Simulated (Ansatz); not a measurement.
`[NH2][Al]([OH])[F]` + H–F → `[NH2][Al]([F])[F]` + H₂O at 700 K and 1 bar (ligand exchange at the Al–O bond).

Gas-phase electronic energies from Ansatz, PBE0-D4/def2-TZVP geometries. CCSD(T)/CBS is the MP2 limit (def2-TZVPP, def2-QZVPP) plus CCSD(T) − MP2 in def2-TZVPP, frozen cores. This one scheme is used for every species. One conformer a species, not always the lowest.

```csv
species,CCSD(T)/CBS energy (Eh),H − E (kJ/mol),S (J/(mol·K))
`[NH2][Al]([OH])[F]`,-473.67557,172.1,405.3
H–F,-100.39570,45.2,198.5
`[NH2][Al]([F])[F]`,-497.71159,135.9,378.1
H₂O,-76.37941,80.5,218.4
```

H − E and S are ideal-gas, rigid-rotor, harmonic terms from PBE0-D4/def2-TZVP, for one conformer and one mirror image of each species. 1 Eh = 2625.50 kJ/mol, R = 8.31446 J/(mol·K).

Problem. By hand: ΔE, ΔH, ΔS and ΔG.

Solution. ΔE = (-497.71159) + (-76.37941) − (-473.67557) − (-100.39570) = -0.01973 Eh = -51.8 kJ/mol. Δ(H − E) = 135.9 + 80.5 − 172.1 − 45.2 = -0.9, so ΔH = -52.7 kJ/mol. ΔS = 378.1 + 218.4 − 405.3 − 198.5 = -7.3 J/(mol·K). ΔG = -52.7 − 700 × (-7.3)/1000 = -47.6 kJ/mol.

Problem. By hand: the equilibrium constant, and the temperature at which ΔG would vanish if ΔH and ΔS stayed fixed.

Solution. log₁₀ K = −ΔG/(RT ln 10) = 3.6. ΔG = 0 at ΔH/ΔS = 7219 K, far beyond where these terms or the molecules hold.

The number of gas molecules stays the same, so ΔS is small and ΔH decides. A doubt of 5 kJ/mol in ΔE shifts log₁₀ K by 0.4 here. Other conformers and mirror images would add mixing entropy, several J/(mol·K) or more a flexible species. These are equilibria of isolated gas molecules and say nothing of rates. Largest T1 diagnostic: 0.012 (customary marks: 0.02 for closed shells, 0.045 for open ones).
